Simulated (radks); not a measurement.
Question: La VII, 51 electrons, occupied as [Kr] 4d10 5s2 5p3. Calculated with a radial shooting solver on a logarithmic mesh with Libxc functionals: scalar-relativistic Kohn-Sham, LDA (Slater exchange, Perdew-Wang correlation), spin-polarised, spherical densities, finite nucleus; open shells are filled with parallel spins first (spin-orbit coupling, left out, can overturn this in heavy ions); Fermi nuclear charge, rms radius 4.855 fm. Some entries of the table are withheld. Estimate them.

orbital,occ.,eigenvalue (Ry),<r^2> (bohr^2),<r> (bohr)
1s up,1,-2850.254,0.0008551,0.02509
1s down,1,-2850.236,0.0008551,0.02509
2s up,1,-458.2052,0.01364,0.1075
2s down,1,-458.1943,0.01364,0.1075
2p up,3,-411.4621,0.01085,0.09427
2p down,3,-411.4465,0.01085,0.09428
3s up,1,-102.0365,0.09316,0.2856
3s down,1,-102.0199,0.09315,0.2855
3p up,3,-87.10313,0.09312,0.2834
3p down,3,-87.08504,0.09311,0.2834
3d up,5,-65.57891,0.07976,0.2600
3d down,5,-65.56185,0.07975,0.2600
4s up,1,-24.63656,0.4819,0.6535
4s down,1,-24.60189,0.4812,0.6532
4p up,3,-19.76527,(1),(2)
4p down,3,-19.72712,(3),(4)
4d up,5,-12.70614,0.6748,0.7634
4d down,5,-12.65544,0.6688,0.7604
5s up,1,-7.60006,2.387,1.464
5s down,1,-7.38646,2.380,1.460
5p up,3,-6.21891,2.921,1.617
5p down,0,-5.99959,2.942,1.622

Answer: 
(1) 4p up <r^2> (bohr^2): 0.5442
(2) 4p up <r> (bohr): 0.6919
(3) 4p down <r^2> (bohr^2): 0.5426
(4) 4p down <r> (bohr): 0.6911
